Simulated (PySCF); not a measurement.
PySCF input file for Zr(F)3(Me) (CH₃F₃Zr), SMILES [CH3][Zr]([F])([F])[F], multiplicity 1, IEF-PCM-ωB97X/def2-SVP. The structure is a stationary point at r2SCAN-D4/def2-SVP. The spin state was assumed, not searched. The structure was generated by enumeration; whether it is a known compound was not checked. The def2 effective core potentials stand for the cores of Zr; spin–orbit coupling is left out.

```python
import numpy as np
from pyscf import gto, scf, dft
from pyscf.solvent import pcm

mol = gto.M(
    atom='''
    Zr    0.00000000   -0.00000000    0.08892908
    F    -1.58585947    0.91559639    0.61750600
    F     1.58585947    0.91559639    0.61750599
    F    -0.00000000   -1.83119278    0.61750599
    C    -0.00000001   -0.00000000   -2.11421286
    H    -0.00000001    1.03053810   -2.51484927
    H    -0.89247218   -0.51526904   -2.51484928
    H     0.89247216   -0.51526905   -2.51484928
    ''',
    basis='def2-SVP',
    ecp={'Zr': 'def2-svp'},
    charge=0,
    spin=0,
    max_memory=1600,
    verbose=3,
)
mf = dft.RKS(mol, xc='wb97x').density_fit(auxbasis='def2-universal-jkfit')
mf.grids.level = 3
mf.conv_tol = 1e-9
mf.max_cycle = 100
mf.kernel()
res = {}
for name, eps in {'water': 78.355, 'toluene': 2.3741, 'tetrahydrofuran': 7.4257}.items():
    s = mf.PCM()
    s.with_solvent.method, s.with_solvent.eps, s.with_solvent.lebedev_order = 'IEF-PCM', eps, 29
    s.kernel(mf.make_rdm1())
    res[name] = (s.e_tot, eps, s.dip_moment(), s.mo_energy, s.converged)
    print(f'{name}: electrostatic solvation free energy {(s.e_tot - mf.e_tot) * 627.509474:.3f} kcal/mol')
```

It prints:

```
converged SCF energy = -386.406903163

WARN: PCM is an experimental feature. It is still in testing.
Features and APIs may be changed in the future.

converged SCF energy = -386.419040248911
Dipole moment(X, Y, Z, Debye):  0.00000,  0.00017, -1.03807
water: electrostatic solvation free energy -7.616 kcal/mol

WARN: PCM is an experimental feature. It is still in testing.
Features and APIs may be changed in the future.

converged SCF energy = -386.412538300488
Dipole moment(X, Y, Z, Debye):  0.00000, -0.00006, -1.02574
toluene: electrostatic solvation free energy -3.536 kcal/mol

WARN: PCM is an experimental feature. It is still in testing.
Features and APIs may be changed in the future.

converged SCF energy = -386.416765949913
Dipole moment(X, Y, Z, Debye):  0.00000,  0.00006, -1.04060
tetrahydrofuran: electrostatic solvation free energy -6.189 kcal/mol
```

The calculation finished and met its thresholds.
